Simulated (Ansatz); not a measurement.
Correlation energies of C$_{2}$H$_{7}$Cl$_{2}$NSi$_{2}$ (`C=C[SiH2]N[SiH](Cl)Cl`) by basis set

```xyz
14

C    -1.3927    1.5363    0.3933
C    -1.8228    0.4170   -0.1813
Si   -0.8238   -1.1434   -0.2643
N     0.7586   -0.9526    0.4382
Si    2.1403   -0.1521   -0.1344
Cl    2.6560    1.4156    1.0868
Cl    1.7179    0.5607   -1.9968
H    -0.4129    1.6004    0.8583
H    -1.9956    2.4394    0.4230
H    -2.8141    0.4173   -0.6343
H    -1.4862   -2.2204    0.5207
H    -0.7059   -1.5896   -1.6751
H     0.8419   -1.3235    1.3758
H     3.3394   -1.0052   -0.2099
```

Charge 0, multiplicity 1. Geometry: relaxed with PBE0-D4/def2-TZVP. It is one conformer, not always the lowest. Frozen core, restricted reference, Ansatz 0.2.0. CBS rows extrapolate triple and quadruple zeta; past MP2 they add the triple-zeta difference.

```csv
basis,HF (Eh),MP2 corr.
def2-TZVPP,-1631.38743,-1.14824
def2-QZVPP,-1631.43749,-1.24263
```

Estimate the CCSD correlation energy and the (T) correction in each basis where they were run (hartree).


```tsv
basis	CCSD corr.	(T)
def2-TZVPP	-1.22399	-0.05325
CBS(def2)	-1.38829	as TZ
```
